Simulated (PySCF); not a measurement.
Input for PySCF: D3(BJ) and D4 dispersion corrections on C2H6OSi (a complex), monomers drawn apart or pushed together.

```python
from pyscf import gto
from pyscf.dispersion import dftd3, dftd4

mol = gto.M(
    atom='''
    C     0.50698490   -0.51613621    0.12668208
    O     1.02715108    0.04598754   -0.69681526
    C    -0.70670691   -1.11404504    3.36983511
    Si    0.15931830    0.53641959    3.17291375
    H    -0.71084831   -1.65860079    2.42472640
    H    -1.74128815   -0.97442176    3.68850343
    H    -0.20354155   -1.73018753    4.11722639
    H     1.56600294    0.34645933    2.74123276
    H     0.16646621    1.28139455    4.45634013
    H    -0.52429920    1.37352531    2.15650835
    ''',
    basis='def2-svp',
    charge=0, spin=0, verbose=0, max_memory=1800)
d3, d4 = {}, {}
for xc in ['hf', 'pbe', 'blyp', 'revpbe', 'tpss', 'r2scan', 'b3lyp', 'pbe0', 'bhlyp', 'camb3lyp', 'b2plyp']:
    d3[xc] = float(dftd3.DFTD3Dispersion(mol, xc=xc, version='d3bj', atm=False).get_dispersion()['energy'])
    print(f'D3(BJ) {xc:10s} {d3[xc]:14.8f} Eh')
for xc in ['hf', 'pbe', 'blyp', 'revpbe', 'tpss', 'r2scan', 'b3lyp', 'pbe0', 'bhlyp', 'camb3lyp', 'b2plyp']:
    d4[xc] = float(dftd4.DFTD4Dispersion(mol, xc={'camb3lyp': 'cam-b3lyp'}.get(xc, xc), atm=True).get_dispersion()['energy'])
    print(f'D4     {xc:10s} {d4[xc]:14.8f} Eh')
```

It printed:

```
D3(BJ) hf            -0.04815168 Eh
D3(BJ) pbe           -0.00655308 Eh
D3(BJ) blyp          -0.01391775 Eh
D3(BJ) revpbe        -0.01616009 Eh
D3(BJ) tpss          -0.00833011 Eh
D3(BJ) r2scan        -0.00191558 Eh
D3(BJ) b3lyp         -0.01140784 Eh
D3(BJ) pbe0          -0.00576501 Eh
D3(BJ) bhlyp         -0.00897561 Eh
D3(BJ) camb3lyp      -0.00531485 Eh
D3(BJ) b2plyp        -0.00537598 Eh
D4     hf            -0.01938375 Eh
D4     pbe           -0.00565281 Eh
D4     blyp          -0.01228044 Eh
D4     revpbe        -0.01717137 Eh
D4     tpss          -0.00761847 Eh
D4     r2scan        -0.00148304 Eh
D4     b3lyp         -0.00901497 Eh
D4     pbe0          -0.00481835 Eh
D4     bhlyp         -0.00672338 Eh
D4     camb3lyp      -0.00488821 Eh
D4     b2plyp        -0.00397948 Eh
```

The run finished.

Cost: very roughly 0.020 core-seconds.
